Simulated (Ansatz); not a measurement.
Gas-phase electronic energies from Ansatz, PBE0-D4/def2-TZVP geometries. CCSD(T)/CBS is the MP2 limit (def2-TZVPP, def2-QZVPP) plus CCSD(T) − MP2 in def2-TZVPP, frozen cores. DFT in def2-TZVPP. For Ge outer-core shells are correlated without core-valence functions, which leaves a few kJ/mol of doubt a bond. Scalar relativity is left out up to krypton. One conformer a species, not always the lowest.

Consider the substitution at a C–C bond: `CC#CC(F)(F)F` + `N[BH][GeH3]` → `CN[BH][GeH3]` + `C#CC(F)(F)F`.

Q: Is it downhill or uphill in electronic energy at CCSD(T)/CBS, and by how much? (An estimate is asked.)

A: Ansatz gave: Uphill: ΔE = +60.0 kJ/mol.

Q: What do these levels give: PBE0-D4, r2SCAN, MP2/def2-TZVPP, SCS-MP2/def2-QZVPP, HF/CBS(def2), CCSD/CBS(def2)? (Best estimate.)

A: Computed: PBE0-D4 68.5, r2SCAN 70.4, MP2/def2-TZVPP 64.0, SCS-MP2/def2-QZVPP 61.6, HF/CBS(def2) 68.0, CCSD/CBS(def2) 61.2 kJ/mol.

Largest T1 diagnostic among the species: 0.013.

The D4 term adds −4.1 kJ/mol with B3LYP and −2.2 kJ/mol with PBE0; it sums over pairs of atoms, weighted by their polarisabilities, and B3LYP, whose exchange is more repulsive, gets the larger term. In def2-TZVPP, CCSD(T) changes the Hartree–Fock value by −8.7 kJ/mol (the triples alone add −1.2 kJ/mol) and MP2 by −4.3 kJ/mol.

B3LYP here is the variant with VWN-RPA as its local correlation; programs differ in this.
